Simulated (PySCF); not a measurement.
SMILES CC[Te][SeH] (C2H6SeTe) at its B3LYP/def2-SVP optimised geometry (Å):

```
10

Te     1.3673    -0.7353     0.0000
C      1.6906    -0.6662    -2.1798
C      1.1479    -1.8618    -2.9452
H      2.7873    -0.5810    -2.2584
H      1.2547     0.2833    -2.5210
H      0.0587    -1.9587    -2.8127
H      1.6152    -2.8032    -2.6171
H      1.3422    -1.7433    -4.0260
Se    -1.1933    -0.7353     0.0000
H     -1.3673     0.7353     0.0000
```

Method: B3LYP/def2-TZVP, def2 effective core potentials past Kr run with PySCF. The core electrons that the potentials of Te replace are not part of the density. Cells within 0.4 Å of a nucleus heavier than hydrogen are left out (blank, or x).

Map of the electrostatic potential (hartree/e), clipped to [-0.08, 0.12] on the plane z = 0.0 Å:

```
|111111111111111111111111111|
|111112222111111111111111111|
|111222222221111111111111111|
|112222222222111111111111111|
|122222222222111111000011111|
|122222333322211110000001111|
|222223344432211100000000111|
|222234567643211100000000111|
|222335999974321100000000111|
|222347999996322111111111111|
|222358999998433345543222112|
|223359999999756899999743222|
|223479999999999999999996432|
|223599999999999999999999643|
|224699999999999999999999854|
|22479999xx9999999xxx9999964|
|22379999xxx999999xxx9999964|
|12359999xx99999999x99999954|
|112489999999999999999999753|
|112259999999999999999998543|
|111235999999878999999974332|
|111123468886544567876432222|
|111112234443322222221111111|
|111111122222211000000001111|
|111111111111110000000000111|
|111111111111110000000000111|
|111111111111100000000000111|
```
Scale: ten equal steps from -0.023 (start of '0') to 0.120 (end of '9'), in the order '0123456789'; x runs from -3.50 to 3.50, y from -3.50 (bottom) to 3.50 (top).
